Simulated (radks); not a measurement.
Os7+, 69 electrons, occupied as [Xe] 4f14 5d1.

Method: scalar-relativistic Kohn-Sham, BLYP, spin-polarised, spherical densities, finite nucleus; open shells are filled with parallel spins first (spin-orbit coupling, left out, can overturn this in heavy ions); Fermi nuclear charge, rms radius 5.4126 fm; computed with a radial shooting solver on a logarithmic mesh with Libxc functionals.

Energy parts (eV):
| part | energy |
|---|---|
| total | -469136.83 |
| kinetic | 519816.61 |
| electron-nucleus | -1155642.96 |
| Hartree | 175828.85 |
| exchange-correlation | -9139.32 |

Orbitals (lengths in bohr, moments of r in powers of bohr; r(90%) holds 90 % of the orbital's charge):
orbital  occ.  eigenvalue (eV)      <r^2>  r(90%)
1s up       1        -73953.25  0.0004335  0.0323
1s down     1        -73953.25  0.0004335  0.0323
2s up       1        -12963.32   0.006642   0.116
2s down     1        -12963.23   0.006642   0.116
2p up       3        -11304.39   0.005531   0.110
2p down     3        -11304.32   0.005531   0.110
3s up       1        -3092.371    0.04299   0.284
3s down     1        -3092.341    0.04299   0.284
3p up       3        -2605.052    0.04387   0.291
3p down     3        -2605.018    0.04387   0.291
3d up       5        -2059.798    0.03636   0.273
3d down     5        -2059.736    0.03636   0.273
4s up       1        -730.0341     0.2104   0.620
4s down     1        -729.9472     0.2105   0.620
4p up       3        -570.1035     0.2399   0.667
4p down     3        -570.0211     0.2399   0.667
4d up       5        -371.3218     0.2763   0.731
4d down     5        -371.2232     0.2762   0.731
4f up       7        -150.1838     0.3713   0.896
4f down     7        -150.0153     0.3697   0.894
5s up       1        -187.5318      1.082    1.40
5s down     1        -186.7845      1.078    1.40
5p up       3        -144.8270      1.389    1.60
5p down     3        -143.9001      1.384    1.59
5d up       1         -93.2943      2.174    2.02
5d down     0         -92.2380      2.183    2.03

The highest occupied level is 5d up at -93.294 eV. The electron density at the nucleus is 1.79e+06 e/bohr^3 (large components only). Spin moment in Bohr magnetons: 1.
